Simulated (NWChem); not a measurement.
System: HO2, doublet; SMILES [O]O

Here is an NWChem input.

```
start job
memory heap 200 mb stack 900 mb global 1100 mb
geometry units angstroms noautosym nocenter noautoz
  O      0.099605     0.596864     0.000000
  O     -0.001059    -0.699437     0.000000
  H     -0.814793     0.942684     0.000000
end
basis spherical
  O library iglo-ii
  H library iglo-ii
end
dft
  odft
  mult 2
  xc xctpssh
  iterations 150
end
property
  hyperfine
end
task dft property
```

In the optimisation the excess spin sits in a" (Cs, its own frame). Coordinates come from a PBE0/def2-SVP, spin-unrestricted optimisation. No stability test was run on the SCF state.

Fermi-contact couplings, non-relativistic, static geometry.

Atoms are numbered as in the input.

### Question
Give the results of this calculation. (TPSSh/IGLO-II, spin-unrestricted, contact and dipolar terms.) Quantities: A(iso) 17O atom 1 (MHz); A(iso) 17O atom 2 (MHz); A(iso) 1H atom 3 (MHz); <S²>.

### Answer
```json
{
 "A(iso) 17O atom 1 (MHz)": "-21.8",
 "A(iso) 17O atom 2 (MHz)": "-24.4",
 "A(iso) 1H atom 3 (MHz)": "-23.5",
 "<S²>": "0.753"
}
```
